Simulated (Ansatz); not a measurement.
W₂S₄⁻, relaxed as a doublet with UKS PBE-D4/def2-SVPD in Ansatz, starting from the GFN1-xTB geometry. Force threshold 0.02 eV/Å.

In the def2 sets W takes a core potential; there is no spin–orbit coupling. The relaxation made no stability test and no search for a lower SCF solution. No other spin state of charge -1 was run. Another isomer (doublet) lies 2.16 eV lower at PBE0-D4/def2-TZVPD; other spin states weren't run for this one.

Start:

```xyz
6

W    -0.3928   -0.0599   -0.5284
W     1.3659    0.6228    1.1953
S     1.4594    1.3294   -1.0075
S    -2.6080    0.5697   -0.1215
S    -2.3972   -1.2649   -1.0319
S     2.5727   -1.1972    1.4940
```

(1) Estimate the energy that the relaxation releases and the steps that it takes.

(2) Does the start keep its bonding?

(3) Predict the relaxed structure.

Answers

(1) 23.5 kcal/mol, in 14 steps; 79 s on 4 threads of Arm Neoverse V1 on a shared host. No frequencies were taken in this run, so the end may be a saddle point.

(2) Bonds formed: W1–S6 (atoms count from 1).

(3) 
```csv
atom,x (Å),y (Å),z (Å)
W1,-0.0945,0.0038,-0.3719
W2,1.2281,0.8638,1.2280
S3,1.6836,1.5942,-0.9513
S4,-2.3916,0.5075,-0.3207
S5,-2.0191,-1.5859,-0.4335
S6,1.5935,-1.3833,0.8493
```
Bond lengths (bridged metal pairs left out): 6 × S–W 2.31 to 2.50 Å; 1 × S–S 2.13 Å.
